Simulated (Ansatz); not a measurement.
Reactions of FH6NO2Si2, SMILES `O[SiH2]N[SiH](O)F`.

Calculated with Ansatz (gas phase, PBE0-D4/def2-TZVP geometries, no zero-point term in ΔE). CCSD(T)/CBS adds triple-zeta CCSD(T) − MP2 to the extrapolated MP2 energy (def2 sets, frozen cores). This one scheme is used for every species. DFT in def2-TZVPP. For Ge outer-core shells are correlated without core-valence functions, which leaves a few kJ/mol of doubt a bond. Scalar relativity is left out up to krypton. Each species was taken in one conformer, which may not be the lowest.

| reaction | CCSD(T)/CBS(def2) (kJ/mol) |
| --- | --- |
| `O[SiH2]N[SiH](O)F` + `CO[SiH2]N[SiH2]F` → `CO[SiH2]N[SiH2]O` + `O[SiH](F)N[SiH2]F` | 2 |
| `O[SiH2]N[SiH](O)F` + `[SiH3]OCS` → `O[SiH2]OCS` + `O[SiH](F)N[SiH3]` | ? |
| `O[SiH2]N[SiH](O)F` + `[OH][GeH3]` → `O[SiH2][O][GeH3]` + `N[SiH](O)F` | -55 |
| `O[SiH2]N[SiH](O)F` + `OBF` → `O[SiH2]B(O)F` + `N[SiH](O)F` | 107 |

Question: Fill in the missing values. (Estimate.)

Answer: Ansatz gave: `O[SiH2]N[SiH](O)F` + `[SiH3]OCS` → `O[SiH2]OCS` + `O[SiH](F)N[SiH3]`: -14.6 kJ/mol.

Largest T1 diagnostic: 0.013, for `O[SiH2]B(O)F`.
